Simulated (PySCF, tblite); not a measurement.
Isomers of C6H13OPSi, one GFN2-xTB conformer each. Single-point energies are computed at PBE0/pcSseg-1 (PySCF, gas phase, no added dispersion term), electronic only.

Question: Rank them by PBE0/pcSseg-1 energy, lowest first (kcal/mol).
A. `[O:1]=[C:2]1[CH2:3][CH2:4][P:5]([CH2:6][SiH3:7])[CH2:8][CH2:9]1` with C4–P5–C6–Si7 -171°, O1–C2–C3–C4 -116°, C2–C3–C4–P5 -65°, C3–C4–P5–C6 161°, C4–P5–C8–C9 -60°
B. `[CH3:1][O:2][C:3]1=[C:4]([CH3:5])[CH2:6][P:7]([SiH3:8])[CH2:9]1` with C1–O2–C3–C4 171°, C3–C4–C6–P7 17°, C4–C6–P7–Si8 76°, C6–P7–C9–C3 21°, O2–C3–C9–P7 168°
C. `[CH2:1]=[CH:2][C:3](=[CH2:4])[Si@@H:5]([PH2:6])[CH2:7][O:8][CH3:9]` with C1–C2–C3–C4 -175°, C2–C3–Si5–P6 -55°, C3–Si5–P6–H -165° and -73°, C3–Si5–C7–O8 -118°, Si5–C7–O8–C9 179°

Answer: A (0.0), B (18.8), C (43.2).

As drawn, the lowest has a C=O bond, which the highest lacks; the highest has a C=C bond outside aromatic rings, which the lowest lacks. GFN2-xTB itself gives, in the same order: 0.0, 0.6, 48.9. Both levels put the same isomer lowest; measured from each level's own lowest isomer, the values differ by up to 18.2 kcal/mol (COC1=C(C)CP([SiH3])C1: 0.6 against 18.8).

Question: Which frontier levels, dipoles and rotational constants go with these structures?

Answer: 
```
               SMILES  HOMO (eV, PBE0/pcSseg-1)  LUMO (eV)  dipole (D)       A, B, C (MHz)
  O=C1CCP(C[SiH3])CC1                     -6.96      -0.52        2.22  2753, 596.2, 538.9
COC1=C(C)CP([SiH3])C1                     -5.97       0.32        1.53  1515, 881.6, 731.0
C=CC(=C)[Si@@H](P)COC                     -6.73      -0.98        1.95  1530, 770.7, 703.8
```

Question: What happens when harmonic zero-point energies from GFN2-xTB frequencies are added?

Answer: 
| SMILES | ZPE (kcal/mol) | electronic (kcal/mol) | with ZPE (kcal/mol) |
| --- | --- | --- | --- |
| O=C1CCP(C[SiH3])CC1 | 107.3 | 0.0 | 0.0 |
| COC1=C(C)CP([SiH3])C1 | 106.6 | 18.8 | 18.1 |
| C=CC(=C)[Si@@H](P)COC | 105.6 | 43.2 | 41.5 |

The zero-point energies span 1.7 kcal/mol. The order is unchanged.
